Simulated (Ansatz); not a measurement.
`[NH2][SnH]([OH])[F]` and `[CH3][SnH]([NH2])[OH]` differ in one atom or group.

Ansatz, PBE0-D4/def2-TZVP geometries, multiplicity 1. Each molecule was computed in one conformer, which needn't be the lowest.

Elements past krypton have def2 core potentials.

```
                                          property  `[NH2][SnH]([OH])[F]`
    size of the dipole moment (PBE/def2-TZVPP) / D                   1.23
              HOMO–LUMO gap (PBE0/def2-TZVPP) / eV                   7.25
                HOMO energy (PBE0/def2-TZVPP) / eV                  -8.05
                 HOMO energy (PBE/def2-TZVPP) / eV                  -6.55
size of the dipole moment (ωB97M-V/def2-TZVPP) / D                   1.30
             HOMO–LUMO gap (B3LYP/def2-TZVPP) / eV                   6.62
```

Question: Give the same properties after the change, and the shifts. (An estimate is asked.)

Answer: Ansatz gave: 
```json
{"property": "size of the dipole moment (PBE/def2-TZVPP) / D", "`[CH3][SnH]([NH2])[OH]`": "2.39", "shift": "1.16"}
{"property": "HOMO–LUMO gap (PBE0/def2-TZVPP) / eV", "`[CH3][SnH]([NH2])[OH]`": "7.39", "shift": "0.14"}
{"property": "HOMO energy (PBE0/def2-TZVPP) / eV", "`[CH3][SnH]([NH2])[OH]`": "-7.26", "shift": "0.79"}
{"property": "HOMO energy (PBE/def2-TZVPP) / eV", "`[CH3][SnH]([NH2])[OH]`": "-5.84", "shift": "0.71"}
{"property": "size of the dipole moment (ωB97M-V/def2-TZVPP) / D", "`[CH3][SnH]([NH2])[OH]`": "2.53", "shift": "1.23"}
{"property": "HOMO–LUMO gap (B3LYP/def2-TZVPP) / eV", "`[CH3][SnH]([NH2])[OH]`": "6.79", "shift": "0.17"}
```

With PBE0 the HOMO rises by 0.79 eV and the LUMO rises by 0.93 eV, so the gap widens by about 0.14 eV. PBE moves the HOMO by 0.71 eV and ωB97M-V by 0.83 eV. Dipoles are sizes alone; their direction can turn.

B3LYP here is the variant with VWN-RPA as its local correlation; programs differ in this.
